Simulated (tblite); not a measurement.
C₅H₁₂B₂O₂Si.
Bonds: C1–B2, B2–C3, B2–B4, B4–O5, O5–C6, C6–O7, O7–C8, C8–C9 (double), C9–Si10, B4–C9. Hydrogens: H11, H12, H13 on C1; H14, H15, H16 on C3; H17, H18 on C6; H19 on C8; H20, H21, H22 on Si10.

Computed with GFN2-xTB (tblite), gas phase: L-BFGS steps from a force-field or distance-geometry start until the largest atomic force falls under 0.01 eV/Å.

Step 86: E = -793.0569 eV
```
atom  x, y, z in Å  |  force x, y, z in eV/Å
C1     -2.3763   -0.3309    1.0693    0.012  -0.029   0.006
B2     -1.4431    0.1906   -0.0993   -0.110   0.005   0.014
C3     -1.9363    1.4728   -0.8861    0.005   0.020  -0.001
B4      0.0113   -0.5495   -0.4144   -0.018   0.001  -0.039
O5      0.1154   -1.7358   -1.0681   -0.046  -0.039  -0.048
C6      1.3685   -2.3125   -1.2589    0.024   0.010   0.038
O7      2.2525   -2.1516   -0.1856    0.059   0.017  -0.027
C8      2.3081   -0.8861    0.3298    0.016  -0.025   0.024
C9      1.3460    0.0325    0.1845    0.047  -0.014  -0.010
Si10    1.5004    1.7547    0.8927    0.005   0.024   0.036
H11    -1.8161   -0.6724    1.9382   -0.004  -0.002  -0.007
H12    -2.9003   -1.2116    0.6910   -0.004   0.036   0.037
H13    -3.1335    0.3724    1.4135    0.033  -0.008  -0.064
H14    -3.0016    1.4453   -1.1139    0.033  -0.027   0.014
H15    -1.7951    2.3385   -0.2374    0.009  -0.012   0.006
H16    -1.3990    1.6801   -1.8086   -0.014  -0.020  -0.002
H17     1.2464   -3.3947   -1.3942   -0.022   0.034   0.004
H18     1.8241   -1.8765   -2.1718   -0.018   0.003   0.017
H19     3.2266   -0.7648    0.8950   -0.039   0.028  -0.001
H20     2.8534    1.9596    1.4331   -0.075  -0.003  -0.040
H21     1.2293    2.7309   -0.1758    0.052  -0.033   0.083
H22     0.5090    1.9284    1.9661    0.055   0.034  -0.043
```

Step 87: E = -793.0582 eV
```
atom  x, y, z in Å  |  force x, y, z in eV/Å
C1     -2.3844   -0.3380    1.0610   -0.006  -0.025   0.010
B2     -1.4469    0.1886   -0.0997   -0.062   0.007   0.002
C3     -1.9356    1.4737   -0.8830   -0.002   0.017  -0.006
B4      0.0110   -0.5480   -0.4097   -0.021  -0.007  -0.037
O5      0.1126   -1.7376   -1.0583   -0.023  -0.036  -0.048
C6      1.3664   -2.3123   -1.2531    0.019   0.007   0.017
O7      2.2547   -2.1500   -0.1837    0.049   0.005  -0.023
C8      2.3095   -0.8847    0.3310    0.011  -0.014   0.019
C9      1.3475    0.0340    0.1855    0.022  -0.011  -0.018
Si10    1.5085    1.7566    0.8905   -0.008   0.001   0.005
H11    -1.8281   -0.6818    1.9308    0.000  -0.006   0.011
H12    -2.9080   -1.2167    0.6790   -0.005   0.021   0.028
H13    -3.1427    0.3648    1.4019    0.019   0.002  -0.045
H14    -2.9998    1.4471   -1.1144    0.021  -0.020   0.012
H15    -1.7957    2.3355   -0.2292    0.007  -0.003   0.009
H16    -1.3953    1.6854   -1.8026   -0.009  -0.021  -0.005
H17     1.2452   -3.3945   -1.3894   -0.018   0.039   0.009
H18     1.8179   -1.8743   -2.1675   -0.021  -0.003   0.022
H19     3.2275   -0.7604    0.8951   -0.017   0.020   0.007
H20     2.8655    1.9654    1.4081   -0.005   0.002  -0.014
H21     1.2211    2.7318   -0.1711    0.043  -0.008   0.045
H22     0.5387    1.9347    1.9779    0.005   0.032   0.002
```

Question: Estimate the geometry and energy of step 88. (The exact step hangs on the optimiser's Hessian estimate; all steps are aligned on step 87, rigid shifts and turns removed.)

Answer: E = -793.0590 eV, largest force 0.054 eV/Å
```
atom  x, y, z in Å  |  force x, y, z in eV/Å
C1     -2.3852   -0.3386    1.0607   -0.011  -0.012   0.004
B2     -1.4499    0.1863   -0.1014   -0.013   0.007  -0.003
C3     -1.9358    1.4723   -0.8839   -0.003   0.018  -0.004
B4      0.0100   -0.5483   -0.4095   -0.023  -0.024  -0.039
O5      0.1112   -1.7397   -1.0559    0.000  -0.020  -0.038
C6      1.3665   -2.3110   -1.2529    0.017   0.005   0.001
O7      2.2571   -2.1489   -0.1850    0.031  -0.004  -0.027
C8      2.3092   -0.8849    0.3314    0.002  -0.004   0.016
C9      1.3472    0.0335    0.1854   -0.006  -0.006  -0.029
Si10    1.5095    1.7557    0.8901   -0.016   0.006   0.005
H11    -1.8270   -0.6806    1.9294    0.002  -0.009   0.025
H12    -2.9119   -1.2163    0.6832   -0.009  -0.004   0.014
H13    -3.1417    0.3661    1.3998    0.007   0.015  -0.026
H14    -2.9995    1.4451   -1.1156    0.009  -0.008   0.010
H15    -1.7950    2.3326   -0.2280    0.001  -0.005   0.000
H16    -1.3956    1.6852   -1.8033   -0.006  -0.023  -0.001
H17     1.2467   -3.3931   -1.3916   -0.012   0.040   0.012
H18     1.8157   -1.8698   -2.1673   -0.024  -0.010   0.030
H19     3.2248   -0.7581    0.8975    0.007   0.011   0.014
H20     2.8651    1.9637    1.4085    0.018   0.002  -0.007
H21     1.2261    2.7320   -0.1709    0.037  -0.005   0.039
H22     0.5420    1.9362    1.9785   -0.005   0.031   0.006
```

The energy changes by -0.0008 eV. The first-order estimate −F·Δx gives -0.0011 eV and the mean of the old and new forces, exact on a quadratic surface, -0.0008 eV. The step makes an angle of 64° with the force vector and moves no atom by more than 0.006 Å.

What follows is the cost of the whole relaxation. The run took 2.8 s of wall time on an Arm Neoverse N1 with one thread, no GPU, shared host.
